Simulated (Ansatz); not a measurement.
Isomers of P3Se7 (doublet), relaxed with r2SCAN-D4/def2-SVP; total energies from Ansatz at PBE0-D4/def2-SVP.

```tsv
isomer	description	energy (Eh)
A	point group not assigned; 8 × P–Se 2.10 to 2.35 Å; 2 × Se–Se 2.32 to 2.41 Å; 1 × P–P 2.28 Å	-17830.41534
B	point group not assigned; 5 × P–Se 2.18 to 2.42 Å; 4 × Se–Se 2.23 to 2.52 Å; 2 × P–P 2.22 to 2.29 Å	-17830.40451
```

The isomers come from a short search, and lower ones may exist.

Task: Work out the relative energies (1 Eh = 2625.5 kJ/mol) and the Boltzmann populations at 298 K from electronic energies alone (R = 8.314 J/mol/K).

Result: ΔE: A 0.0, B 28.4 kJ/mol. RT = 2.48 kJ/mol. Factors exp(−ΔE/RT): A 1, B 1.06e-05; sum 1.000. Populations: A 100.0 %, B 0.0 %. Zero-point energy, vibrational entropy and symmetry numbers are left out and can shift these; an error of 4 kJ/mol changes a ratio by a factor of 5.0. Over the other density-functional and correlated levels in def2 sets, the gap between A and B ranges from 32 to 34 kJ/mol.
